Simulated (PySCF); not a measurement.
Species: Ag(CO)H, CHAgO (singlet state).
Bonds: Ag1–C2, C2–O3. Hydrogens: H4 on Ag1.

Method: PBE0-D3(BJ)/def2-SVP geometry optimisation, gas phase, def2 core potentials past Kr (PySCF 2.14.0); density fitting, grid level 1; the optimiser is geomeTRIC in internal coordinates, started from a GFN2-xTB structure with every atom displaced at random (about 0.03 Å).

Step 1: E = -7092.2227 eV
```
atom  x, y, z in Å  |  force x, y, z in eV/Å
Ag1    -0.1007    0.5184   -0.7736   -0.088   0.126  -0.332
C2     -0.0567    0.0832    1.2104    0.158  -0.292  -0.019
O3      0.2017   -0.7872    1.8819   -0.072   0.069   0.462
H4      0.0390    0.0951   -2.3492    0.001   0.097  -0.111
```

Step 2: E = -7092.2891 eV
```
atom  x, y, z in Å  |  force x, y, z in eV/Å
Ag1    -0.0941    0.4785   -0.8112   -0.035  -0.032  -0.114
C2     -0.0386    0.0408    1.2179    0.241  -0.664   0.199
O3      0.1891   -0.7617    1.9853   -0.187   0.579  -0.154
H4      0.0270    0.1520   -2.4225   -0.019   0.118   0.070
```

Step 3: E = -7092.3493 eV
```
atom  x, y, z in Å  |  force x, y, z in eV/Å
Ag1    -0.0751    0.3934   -0.8604    0.010  -0.105   0.096
C2     -0.0088   -0.0379    1.2146    0.158  -0.493   0.164
O3      0.1638   -0.6968    2.1187   -0.147   0.521  -0.417
H4      0.0034    0.2509   -2.5034   -0.021   0.077   0.157
```

**Question.** Estimate the geometry and energy of step 4. (The exact step hangs on the optimiser's Hessian estimate; all steps are aligned on step 3, rigid shifts and turns removed.)

**Answer.** E = -7092.3855 eV, largest force 0.274 eV/Å
```
atom  x, y, z in Å  |  force x, y, z in eV/Å
Ag1    -0.0470    0.2877   -0.8999    0.018  -0.076   0.247
C2      0.0219   -0.1300    1.1978    0.044  -0.133  -0.159
O3      0.1332   -0.6050    2.2144   -0.051   0.183  -0.198
H4     -0.0247    0.3568   -2.5428   -0.011   0.027   0.110
```

The energy changes by -0.0363 eV. The first-order estimate −F·Δx gives -0.0701 eV and the mean of the old and new forces, exact on a quadratic surface, -0.0417 eV. The step makes an angle of 71° with the force vector and moves no atom by more than 0.136 Å.

The cost below is that of the whole optimisation. Time: 15 s wall; peak memory 0.27 GiB. Hardware: one thread, Intel Xeon Platinum 8488C (x86_64), no GPU, shared host.
